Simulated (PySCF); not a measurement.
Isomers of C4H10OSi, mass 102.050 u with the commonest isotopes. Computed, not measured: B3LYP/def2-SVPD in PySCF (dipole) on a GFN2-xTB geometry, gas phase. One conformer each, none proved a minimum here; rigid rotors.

**Question.** Order these by out-of-plane moment Σ m c² = (Ia + Ib − Ic)/2, largest first.
A. `[CH2:1]=[CH:2][CH2:3][CH2:4][SiH2:5][OH:6]` with C1–C2–C3–C4 -116°, C2–C3–C4–Si5 180°, C3–C4–Si5–O6 179°, C4–Si5–O6–H 53°
B. `[CH2:1]=[C:2]([CH3:3])[CH2:4][O:5][SiH3:6]` with C1–C2–C4–O5 -120°, C2–C4–O5–Si6 179°
C. `[CH3:1][O:2][C@H:3]1[CH2:4][CH2:5][SiH2:6]1` with C1–O2–C3–C4 -178°, O2–C3–C4–C5 133°, C3–C4–C5–Si6 -12°, C4–C5–Si6–C3 10°, O2–C3–Si6–C5 -124°

**Answer.** A (16.32 u·Å²), B (14.70 u·Å²), C (13.74 u·Å²).

**Question.** Order these by rotational constant B, smallest first.
A. `[CH2:1]=[C:2]([CH3:3])[CH2:4][O:5][SiH3:6]` with C1–C2–C4–O5 -120°, C2–C4–O5–Si6 179°
B. `[CH2:1]=[CH:2][CH2:3][CH2:4][SiH2:5][OH:6]` with C1–C2–C3–C4 -116°, C2–C3–C4–Si5 180°, C3–C4–Si5–O6 179°, C4–Si5–O6–H 53°
C. `[CH3:1][O:2][C@H:3]1[CH2:4][CH2:5][SiH2:6]1` with C1–O2–C3–C4 -178°, O2–C3–C4–C5 133°, C3–C4–C5–Si6 -12°, C4–C5–Si6–C3 10°, O2–C3–Si6–C5 -124°

**Answer.** B (974.5 MHz), A (1331 MHz), C (2106 MHz).

**Question.** Order these by rotational constant C, smallest first.
A. `[CH2:1]=[CH:2][CH2:3][CH2:4][SiH2:5][OH:6]` with C1–C2–C3–C4 -116°, C2–C3–C4–Si5 180°, C3–C4–Si5–O6 179°, C4–Si5–O6–H 53°
B. `[CH3:1][O:2][C@H:3]1[CH2:4][CH2:5][SiH2:6]1` with C1–O2–C3–C4 -178°, O2–C3–C4–C5 133°, C3–C4–C5–Si6 -12°, C4–C5–Si6–C3 10°, O2–C3–Si6–C5 -124°
C. `[CH2:1]=[C:2]([CH3:3])[CH2:4][O:5][SiH3:6]` with C1–C2–C4–O5 -120°, C2–C4–O5–Si6 179°

**Answer.** A (950.1 MHz), C (1196 MHz), B (1618 MHz).

```json
{"SMILES": "CO[C@H]1CC[SiH2]1", "point group": "C1", "Ia (u·Å²)": "99.77", "Ib (u·Å²)": "239.96", "Ic (u·Å²)": "312.26", "κ": "-0.72", "μa (D)": "0.27", "μb (D)": "0.61", "μc (D)": "0.74"}
{"SMILES": "C=C(C)CO[SiH3]", "point group": "C1", "Ia (u·Å²)": "72.09", "Ib (u·Å²)": "379.79", "Ic (u·Å²)": "422.49", "κ": "-0.95", "μa (D)": "0.15", "μb (D)": "0.20", "μc (D)": "0.77"}
{"SMILES": "C=CCC[SiH2]O", "point group": "C1", "Ia (u·Å²)": "45.95", "Ib (u·Å²)": "518.58", "Ic (u·Å²)": "531.90", "κ": "-1.00", "μa (D)": "0.78", "μb (D)": "0.88", "μc (D)": "0.69"}
```
